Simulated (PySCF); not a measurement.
Computed IR spectrum (relative IR intensity) of a molecule C4H10O. Geometry optimised at PBE-D3(BJ)/def2-SVP. One conformer was computed; it need not be the lowest. These are PBE-D3(BJ)/def2-SVP in PySCF values and carry that method's errors. Harmonic, unscaled wavenumbers; measured fundamentals usually lie a few per cent lower.

Lines under 2 % of the strongest are left out, and lines within 2 cm⁻¹ are merged.

```
ν (cm⁻¹)  relative intensity
--------  ------------------
121                      2.3
368                      3.0
493                      2.3
774                      2.7
826                      4.1
1029                      12
1063                     7.9
1084                     2.1
1133                      33
1144                      66
1166                     100
1278                      23
1357                      37
1377                     8.3
1402                     5.8
1409                     4.2
1427                     2.5
1459                     3.7
2873                      38
2888                      80
2914                      38
2974                      13
2980                      14
3009                      21
3065                      22
3070                      15
3074                      15
3078                      14
```

Question: Identify the compound among the candidates.
(A) CCOCC
(B) CC[C@H](C)O
(C) CC(C)(C)O
(D) CCCOC

Answer: A, CCOCC
